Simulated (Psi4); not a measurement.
CdCl$_{2}$ (SMILES [Cl][Cd][Cl]), singlet, geometry from GFN2-xTB (such geometries of metal compounds can be far from the true shape) (core potentials on Cd), atoms displaced at random by about 0.1 Å a coordinate. Base run: PBE0/def2-SVP in Psi4 1.11.

Psi4 was given this input:
```
memory 2 GB

molecule mol {
0 1
  Cd   -0.459952    0.151752   -0.325245
  Cl    1.718892    0.013254   -0.900554
  Cl   -0.559993   -0.259837    1.871234
}

set basis def2-svp
set reference rks

optimize('pbe0')
print_variables()
```

The base run was repeated with changes; each row names its change, and settings that it needs were set with it.

```json
[
 {"change": "base", "ΔE vs base (kJ/mol)": "0.00", "optimiser steps": "7", "core-seconds (rough)": "40", "outcome": "converged"},
 {"change": "step_type = nr", "ΔE vs base (kJ/mol)": "0.00", "optimiser steps": "7", "core-seconds (rough)": "40", "outcome": "converged"},
 {"change": "intrafrag_hess = fischer", "ΔE vs base (kJ/mol)": "-", "optimiser steps": "-", "core-seconds (rough)": "-", "outcome": "stopped with an error"},
 {"change": "g_convergence = gau", "ΔE vs base (kJ/mol)": "0.00", "optimiser steps": "7", "core-seconds (rough)": "40", "outcome": "converged"},
 {"change": "g_convergence = turbomole", "ΔE vs base (kJ/mol)": "0.00", "optimiser steps": "8", "core-seconds (rough)": "40", "outcome": "converged"},
 {"change": "step_type = sd", "ΔE vs base (kJ/mol)": "0.00", "optimiser steps": "10", "core-seconds (rough)": "50", "outcome": "converged"},
 {"change": "hess_update = none", "ΔE vs base (kJ/mol)": "0.00", "optimiser steps": "24", "core-seconds (rough)": "100", "outcome": "converged"}
]
```

- intrafrag_hess = fischer: ended with `psi4.driver.p4util.exceptions.ValidationError: Point group changed! (c2v <-- cs) You should restart using the last geometry in the output, after carefully making sure all symmetry-dependent input, such as DOCC, is correct.`
